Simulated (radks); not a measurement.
Results of a calculation; reference values are marked as such.
Task: The table gives one normalised radial function P(r) = r R(r) of Ru1.6+ in [Kr] 4d(up 5, down 1.4) (r in bohr). Code: a radial shooting solver on a logarithmic mesh with Libxc functionals. Model: scalar-relativistic Kohn-Sham, PBE, spin-polarised, spherical densities, finite nucleus; Fermi nuclear charge, rms radius 4.4809 fm.

r,P
0.003857,0.1223
0.004418,0.1354
0.005062,0.1493
0.005753,0.1629
0.006592,0.1777
0.007552,0.1926
0.008652,0.2070
0.009912,0.2204
0.01136,0.2320
0.01301,0.2408
0.01491,0.2457
0.01694,0.2454
0.01941,0.2385
0.02224,0.2232
0.02548,0.1980
0.02919,0.1614
0.03344,0.1125
0.03831,0.0510
0.04389,-0.0219
0.04989,-0.0986
0.05716,-0.1846
0.06548,-0.2683
0.07502,-0.3410
0.08595,-0.3916
0.09847,-0.4087
0.1128,-0.3817
0.1293,-0.3036
0.1469,-0.1827
0.1683,-0.0114
0.1928,0.1862
0.2209,0.3819
0.2531,0.5403
0.29,0.6251
0.3322,0.6066
0.3806,0.4710
0.4326,0.2428
0.4956,-0.0777
0.5678,-0.4306
0.6505,-0.7580
0.7453,-1.0065
0.8539,-1.1385
0.9783,-1.1410
1.121,-1.0303
1.274,-0.8567
1.459,-0.6427
1.672,-0.4383
1.916,-0.2706
2.195,-0.1502
2.514,-0.0741
2.881,-0.0322
3.3,-0.0121
3.751,-0.0041
4.298,-0.0011
4.924,-0.0002
5.641,0.0000

Which n and l does it have? It may be an empty orbital.

Result: n = 4, l = 0: the number of nodes gives n - l - 1 = 3, the rise at small r (about r^(l+1), flatter next to the nucleus through relativity) gives l, and the extent must fit the shell. The curve is that of 4s up; the table hardly tells the two spins apart. 4s up: eigenvalue -92.075 eV, 3 radial nodes at r = 0.0422, 0.170, 0.481 bohr, <r> = 1.02 bohr, 90 % of the charge inside 1.48 bohr.
